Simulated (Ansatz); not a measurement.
Cl$_{2}$O$_{2}$W, triplet, geometry from GFN2-xTB (such geometries of metal compounds can be far from the true shape) (the multiplicity is a formal guess) (core potentials on W); B3LYP5/def2-SVPD (Ansatz, a program for electronic structure).

Here is a job for Ansatz.
Ansatz 0.2 input:
```yaml
crystal:
  periodic: [false, false, false]
  atoms:
    - {symbol: W, position_ang: [0.37433821, -0.07415431, 0.12270466]}
    - {symbol: O, position_ang: [1.49271735, -0.62827810, -1.01392940]}
    - {symbol: O, position_ang: [0.74820365, 0.18436419, 1.74848290]}
    - {symbol: Cl, position_ang: [-0.97950147, 1.60541944, -0.73627097]}
    - {symbol: Cl, position_ang: [-1.70452181, -1.07372945, -0.14352742]}
basis:
  gaussian:
    orbitals: def2-SVPD
hamiltonian:
  xc: b3lyp5
magnetization: {spin_polarized: true, initial_magnetization: 2}
```

Output, abridged:

```
Functional definition: B3LYP5
1252 factors; integrals over basis functions are off by at most 5.8e-4 eV
mean field evaluation 1: about -30934.3052 eV, gradient 6.7e1 eV
mean field evaluation 2: about -30673.9651 eV, gradient 2.2e2 eV
mean field evaluation 4: about -30950.5788 eV, gradient 1.0e1 eV
mean field evaluation 8: about -30951.1899 eV, gradient 7.2e-1 eV
mean field evaluation 16: about -30951.1930 eV, gradient 3.5e-3 eV
mean field evaluation 32: about -30947.0023 eV, gradient 2.5e1 eV
mean field evaluation 64: about -30950.6414 eV, gradient 5.0e0 eV
mean field -30951.19303500 eV, -1137.4353645641 hartree, gradient 3.2e-6 eV, S^2 2.004399; 8 other end points of the search recorded, 0 dependent functions left out
reference -30951.19329769 eV, -1137.4353742177 hartree; 33, 31 occupied and 102, 104 virtual orbitals, 1252 factors
Total energy: -30951.19329769 eV, -1137.4353742177 hartree
```
